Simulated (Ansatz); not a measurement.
## Cost against result

The pair of SiH4 (SMILES [SiH4], atoms 1–5) and GeH4 (SMILES [GeH4], atoms 6–10), both closed shells, in one local arrangement (a lower one may exist), relaxed at PBE0-D4/def2-TZVP:

Si1  (-0.248, 0.051, -2.029)
H2  (-1.218, 0.498, -0.997)
H3  (-0.697, 0.526, -3.363)
H4  (-0.175, -1.432, -2.029)
H5  (1.091, 0.616, -1.725)
Ge6  (0.249, -0.050, 2.030)
H7  (0.929, -0.390, 3.363)
H8  (0.667, 1.356, 1.582)
H9  (-1.275, -0.104, 2.202)
H10  (0.677, -1.072, 0.967)
(Å)

Interaction energies are counterpoise-corrected; the time is that of the whole pair.

Ansatz 0.2.0; basis: as named in each row; cores frozen in the correlated methods. Filled d shells of the heavier atoms are correlated. The def2 sets are not built for correlating such inner shells, so the correlated values are less sure here. B3LYP uses VWN-RPA correlation. Extrapolation: Hartree–Fock as exp(−7.88 √X), correlation as X^−2.97.

Times are rough, for one single point on 4 threads of a shared host (Arm Neoverse V2).

The estimate by CCSD(T) at an estimated basis limit (MP2 extrapolated from triple and quadruple zeta, plus CCSD(T) − MP2 in triple zeta) is -0.045 eV.

```csv
method,basis,time (s),interaction energy (eV),method less estimate
HF,STO-3G,under 1,0.047,0.092
PBE-D4,STO-3G,under 1,-0.018,0.027
SPW92,def2-SVP,under 1,-0.076,-0.031
PBE-D4,def2-SVP,under 1,-0.056,-0.011
B3LYP-D4,6-31G,under 1,-0.032,0.013
PBE0-D4,def2-SVP,under 1,-0.053,-0.008
PBE-D4,def2-TZVPPD,1,-0.056,-0.011
revPBE-D4,def2-TZVPPD,1,-0.047,-0.002
CCSD(T),def2-SVP,1,-0.003,0.042
BLYP-D4,def2-TZVPPD,2,-0.041,0.004
PBE0-D4,def2-TZVPPD,2,-0.052,-0.007
HSE06-D4,def2-TZVPPD,2,-0.051,-0.006
B3LYP-D4,def2-TZVPPD,2,-0.046,-0.001
r2SCAN-D4,def2-TZVPPD,2,-0.037,0.008
wB97M-V,def2-SVP,2,-0.042,0.003
B2PLYP,def2-TZVPPD,3,0.004,0.049
wB97X-V,def2-TZVPPD,5,-0.044,0.001
B97M-V,def2-TZVPPD,6,-0.042,0.003
wB97M-V,def2-TZVPPD,6,-0.045,0.000
MP2,def2-QZVPPD,11,-0.039,0.006
CCSD(T),def2-TZVPPD,59,-0.034,0.011
```

T1 diagnostic: at most 0.012.
